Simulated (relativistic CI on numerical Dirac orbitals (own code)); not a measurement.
## How well does a small relativistic CI reproduce Tl+?

Calculated at this level of theory: Dirac-Coulomb-Breit CI, KLI orbitals optimised for each configuration, model QED (radiative potential, 1s self-energy scaled to tabulated hydrogen-like ionisation energies), valence Slater integrals scaled by 0.85, P86 correlation estimate, and configurations built on the next ion tied to the tabulated ionisation energy (semi-empirical) (own radial code, finite nucleus).

CI space (outside the closed core [Xe] 4f14): 5d¹⁰6s², 5d¹⁰6s6p, 5d¹⁰6s7s, 5d¹⁰6s6d, 5d¹⁰6s7p, 5d¹⁰6s5f, 5d¹⁰6s7d, 5d¹⁰6s8s, 5d¹⁰6s6f, 5d¹⁰6s7f, 5d¹⁰6p², 5d¹⁰6d², 5d⁸6s²6p², 5d⁹6s²6p, 5d¹⁰6s8p, 5d¹⁰6s5g, 5d¹⁰6p6d, 5d¹⁰6s8d, 5d⁹6s6p², 5d⁹6s²7p, 5d¹⁰6p7s. Levels of other configurations are missing.

| Configuration | Term (tabulated) | J | Measured (cm⁻¹) | Computed | Error | Purity (%) |
| --- | --- | --- | --- | --- | --- | --- |
| 5d¹⁰6s² | 1S | 0 | 0.0 | 0 | 0 | 97 |
| 5d¹⁰6s6p | 3P° | 0 | 49451.4 | 50312 | 860 | 99 |
| 5d¹⁰6s6p | 3P° | 1 | 52394.0 | 53420 | 1026 | 96 |
| 5d¹⁰6s6p | 3P° | 2 | 61727.7 | 61963 | 235 | 99 |
| 5d¹⁰6s6p | 1P° | 1 | 75663.3 | 78473 | 2809 | 91 |
| 5d¹⁰6s7s | 3S | 1 | 105229.3 | 105436 | 207 | 100 |
| 5d¹⁰6s7s | 1S | 0 | 108000.0 | 108523 | 523 | 98 |
| 5d¹⁰6s6d | 1D | 2 | 115165.6 | 113417 | -1749 | 73 |
| 5d¹⁰6s6d | 3D | 1 | 116152.0 | 116246 | 94 | 99 |
| 5d¹⁰6s6d | 3D | 2 | 116436.2 | 116438 | 2 | 99 |
| 5d¹⁰6s6d | 3D | 3 | 116830.9 | 116766 | -65 | 100 |
| 5d¹⁰6s7p | 3P° | 0 | 119361.0 | 119039 | -322 | 99 |
| 5d¹⁰6s7p | 3P° | 1 | 119576.0 | 119420 | -156 | 88 |
| 5d¹⁰6s7p | 3P° | 2 | 122029.0 | 121743 | -286 | 96 |
| 5d¹⁰6s5f | 3F° | 3 | 136115.0 | 135246 | -869 | 82 |
| 5d¹⁰6s5f | 3F° | 2 | 136216.0 | 135397 | -819 | 95 |
| 5d¹⁰6s5f | 3F° | 4 | 136230.0 | 135406 | -824 | 99 |

Measured levels from NIST Handbook of Basic Atomic Spectroscopic Data (Sansonetti and Martin, J. Phys. Chem. Ref. Data 34, 1559 (2005)); pairs were made by configuration, J and term (by order where the table uses no LS term), so strongly mixed levels may be paired wrongly.

Mean error by configuration (cm⁻¹): 5d¹⁰6s6p 1233; 5d¹⁰6s7s 365; 5d¹⁰6s6d -429; 5d¹⁰6s7p -255; 5d¹⁰6s5f -837. Over the excited levels the mean absolute error is 678 cm⁻¹ (16 of the 16 excited levels that our extract of the source holds in range could be paired), and the median relative error of those above 1,000 cm⁻¹ is 0.43 %.

Transition probabilities of persistent lines. The last column rescales the computed rate by the cube of measured over computed energy:

| λ measured (Å) | Lower | Upper | A tabulated (s⁻¹) | A computed | A rescaled |
| --- | --- | --- | --- | --- | --- |
| 1321.64 vacuum | 5d¹⁰6s² ¹S0 | 5d¹⁰6s6p ¹P°1 | 1.69e+09 | 2.61e+09 | 2.34e+09 |
| 1908.62 vacuum | 5d¹⁰6s² ¹S0 | 5d¹⁰6s6p ³P°1 | 2.60e+07 | 2.51e+07 | 2.37e+07 |
| 2530.74 air | 5d¹⁰6s6p ¹P°1 | 5d¹⁰6s6d ¹D2 | 1.18e+08 | 9.38e+07 | 1.36e+08 |
